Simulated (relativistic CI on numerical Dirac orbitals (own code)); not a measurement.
## Re: calculation against measurement

Computed by Dirac-Coulomb-Breit CI, orbitals from a KLI potential per configuration, model QED, valence Slater integrals scaled by 0.85, P86 correlation energy added to each configuration (own radial code, finite nucleus).

Configuration list (outside the closed core [Xe] 4f14): 5d⁵6s², 5d⁶6s, 5d⁵6s6p, 5d⁶6p, 5d⁵6s6d, 5d⁷, 5d⁴6s²6p, 5d⁵6s6f, 5d⁶6d, 5d⁴6s²5f, 5d⁶5f, 5d⁴6s²5g, 5d⁶6f, 5d⁶5g, 5d⁵6s7s, 5d⁶7s, 5d⁵6s7p, 5d⁶7p, 5d⁴6s²8s, 5d⁴6s²7d, 5d⁴6s²8p, 5d⁴6s²7s, 5d⁵6s8s, 5d⁴6s6p7s, 5d⁴6s²9s, 5d⁵6s5f, 5d³6s²7s², 5d³6s6p7s², 5d³6s6d7s², 5d²6s²6p7s², 5d³6s6f7s², 5d²6s²5f7s², 5d⁵7s², 5d⁴6p7s², 5d⁴5f7s². Double excitations out of closed p, d and f shells are left out; levels of such configurations are missing from the list, as are those of other unlisted configurations, and high levels can miss mixing partners.

| Configuration | Term (tabulated) | J | Measured (cm⁻¹) | Computed | Error | Purity (%) |
| --- | --- | --- | --- | --- | --- | --- |
| 5d⁵6s² | 6S | 5/2 | 0.0 | 0 | 0 | 88 |
| 5d⁶6s | 6D | 9/2 | 11754.5 | 8078 | -3676 | 93 |
| 5d⁶6s | 6D † | 7/2 | 14216.9 | 10193 | -4024 | 95 |
| 5d⁶6s | 6D † | 5/2 | 15770.4 | 10561 | -5209 | 57 |
| 5d⁵6s² | 4G | 11/2 | 16307.1 | 16283 | -24 | 77 |
| 5d⁶6s | 6D | 3/2 | 16327.5 | 11484 | -4843 | 72 |
| 5d⁵6s² | 4G | 9/2 | 16619.3 | 16552 | -67 | 79 |
| 5d⁶6s | 6D | 1/2 | 17238.3 | 12058 | -5181 | 78 |
| 5d⁵6s6p | 8P° | 5/2 | 18950.1 | 9308 | -9642 | 92 |
| 5d⁵6s6p | 8P° | 7/2 | 20447.8 | 10938 | -9509 | 89 |
| 5d⁵6s6p | 8P° | 9/2 | 23631.8 | 13555 | -10077 | 94 |
| 5d⁵6s6d | e 8D | 11/2 | 50464.3 | 40626 | -9839 | 95 |

Measured levels from NIST Handbook of Basic Atomic Spectroscopic Data (Sansonetti and Martin, J. Phys. Chem. Ref. Data 34, 1559 (2005)); pairs were made by configuration, J and term (by order where the table uses no LS term), so strongly mixed levels may be paired wrongly.

Mean error by configuration (cm⁻¹): 5d⁶6s -4567; 5d⁵6s² -45; 5d⁵6s6p -9743; 5d⁵6s6d -9839. Over the excited levels the mean absolute error is 5873 cm⁻¹ (11 of the 18 excited levels that our extract of the source holds in range could be paired, and the others can miss by more), and the median relative error of those above 1,000 cm⁻¹ is 30 %. Some levels of the ground configuration have no partner. † marks terms whose computed intervals miss the measured ones by more than a factor of 2.5, or configurations far off the rest, from wrong mixing, a near crossing or a doubtful label or measurement; they are left out of the means.
